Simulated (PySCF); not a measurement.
**Excited states of N³⁺ (nitrogen, charge +3)**

Ground state [He] 2s2, ¹S. Computed with PySCF 2.14 in aug-cc-pVQZ, with no relativity, point nucleus. Vertical excitation energies in eV without spin-orbit coupling; excited terms of each kind are numbered among those the solver found. Frozen: nothing.

```csv
term,leading excitation,EOM-EE-CCSD
1 3P°,2s → p,8.316
1 1P°,2s → p,16.223
1 3S,2s → s,46.719
```

Only the lower part of the computed list is shown. Doubly excited terms such as np² are absent. The solver can miss terms.
